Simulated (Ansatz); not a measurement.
Geometry optimisation, Ansatz 0.2.0, RKS r2SCAN/def2-SVP.

Input file:

```yaml
crystal:
  periodic: [false, false, false]
  atoms:
    - { symbol: B, position_ang: [-1.3551, 1.2225, -0.4467] }
    - { symbol: C, position_ang: [-0.4299, 0.3328, 0.3215] }
    - { symbol: "N", position_ang: [-0.5219, 0.2809, 1.5995] }
    - { symbol: C, position_ang: [0.6266, -0.4552, -0.4165] }
    - { symbol: C, position_ang: [1.57, -1.3708, -0.4324] }
    - { symbol: F, position_ang: [2.4158, -2.1564, 0.2634] }
    - { symbol: O, position_ang: [1.1373, -0.8537, -1.6017] }
    - { symbol: H, position_ang: [-2.1596, 1.9365, 0.1179] }
    - { symbol: H, position_ang: [-1.3514, 1.344, -1.5956] }
    - { symbol: H, position_ang: [0.1512, -0.3318, 2.1934] }
basis:
  gaussian: { orbitals: def2-SVP }
hamiltonian:
  xc: r2scan
relax:
  f_tol: 0.015
  max_steps: 40
output:
  orbitals: {}
```

Launched with:

```bash
$ ansatz run input.yaml --threads 2 --pin off --max-ram 3072MiB --backend cpu --events-out ev --progress --plain --runs-dir out
```

Task: Where does it end, and by what steps?

Result: It converged. After 33 steps the energy has fallen by 6.517 eV; H10 moved furthest, 1.08 Å. The start is strongly strained (largest force component 9 eV/Å), so its close contacts needn't be bonds. Parted: B1–C2, C4–O7. Joined: B1–C4.

```csv
step,energy less start (eV),largest force component (eV/Å),accepted
0,0.0000,8.701,yes
2,-1.6269,1.785,yes
4,-2.2346,3.603,yes
6,-2.6882,0.800,yes
8,-2.7499,0.664,yes
10,-2.7882,0.564,yes
12,-2.8396,0.737,yes
14,-3.1122,2.077,yes
16,-3.7282,3.397,yes
18,-4.7371,3.931,yes
20,-5.7647,2.811,yes
22,-6.2848,1.481,yes
24,-6.4773,1.242,yes
26,-6.4914,0.719,no
28,-6.5145,0.323,yes
30,-6.5169,0.055,yes
32,-6.5173,0.037,yes
33,-6.5174,0.015,yes
```

```xyz
10
Properties=species:S:1:pos:R:3
B -0.868 0.954 -0.979
C -0.163 -0.119 1.127
N -0.444 -0.246 2.287
C 0.005 -0.038 -0.210
C 1.023 -0.889 -0.846
F 1.668 -1.659 0.080
O 1.315 -0.961 -1.995
H -1.670 1.628 -0.381
H -0.733 1.043 -2.172
H -0.050 0.235 3.091
```

Run time: 2.3 min on 2 threads of Arm Neoverse V1 (shared host), peak memory 0.2 GiB.
